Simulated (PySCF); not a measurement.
Input of a run (PBE0-D3(BJ)/def2-SVP geometry optimisation, gas phase (PySCF 2.14.0)), started from GFN2-xTB:
```
{"job": {"xc": "PBE0", "basis": "def2-SVP", "d3": "d3bj", "grid": 2, "kind": "geom"}, "charge": 0, "multiplicity": 1}
C     -2.089547     0.153855     0.647960
C     -1.283682    -0.180813    -0.608140
N      0.130972    -0.098549    -0.367211
C      0.888967     1.023174    -0.481737
C      2.167553     0.730464    -0.093408
C      2.183057    -0.626769     0.280587
C      0.913303    -1.104143     0.104590
H     -3.154215     0.084872     0.439992
H     -1.842445    -0.538916     1.449127
H     -1.862618     1.163344     0.982993
H     -1.524450    -1.195062    -0.941348
H     -1.543448     0.517274    -1.409823
H      0.467283     1.942039    -0.840563
H      2.999239     1.406965    -0.078757
H      3.029100    -1.183132     0.633281
H      0.513332    -2.085658     0.271046
```

Output (energies in Eh, forces in Eh/bohr):
```
step   0  E = -288.25823850  max force = 0.013571
step   1  E = -288.26030571  max force = 0.002835
step   2  E = -288.26032082  max force = 0.001054
step   3  E = -288.26031852  max force = 0.001153
step   4  E = -288.26032499  max force = 0.000314
optimisation converged
```

Problem. Summarise the run.

Solution. The energy falls by 5.5 kJ/mol over 5 energy and gradient evaluations, the largest force component goes from 0.0136 to 3.1e-04 Eh/bohr, and the atoms move by 0.023 Å rms after alignment. Among the bonds, C4–H13, C5–H14, C6–H15 and C7–H16 change most and about equally (+0.016 Å). Bonds longer at the end by more than 0.005 Å: 15 of 16; shorter: 1. Among the angles that change most is H11–C2–H12, from 108.4° to 106.4°. The energy rose by more than 1e-6 Eh at step 3. The first step brought 99 % of the lowering.

Problem. What are the final bond lengths?

Solution. C1–C2 1.520 Å, C2–N3 1.445 Å, N3–C4 1.369 Å, C4–C5 1.379 Å, C5–C6 1.421 Å, C6–C7 1.379 Å, N3–C7 1.369 Å, C1–H8 1.100 Å, C1–H9 1.100 Å, C1–H10 1.100 Å, C2–H11 1.101 Å, C2–H12 1.101 Å, C4–H13 1.088 Å, C5–H14 1.088 Å, C6–H15 1.088 Å, C7–H16 1.088 Å. Numbering counts from 1 in the input's order; the species is 1-ethylpyrrole, `c1cn(CC)cc1`.

The run used 143 basis functions and 35 SCF cycles in all. On one thread, Arm Neoverse V2 (aarch64) (shared host), this took 41 s of wall time and 0.71 GiB of memory at its peak.

Stationary, but not proved a minimum. The numbers are those of one conformer.

Conformer computed: `[CH3:1][CH2:2][n:3]1[cH:4][cH:5][cH:6][cH:7]1`: C1–C2–N3–C4 -87°.
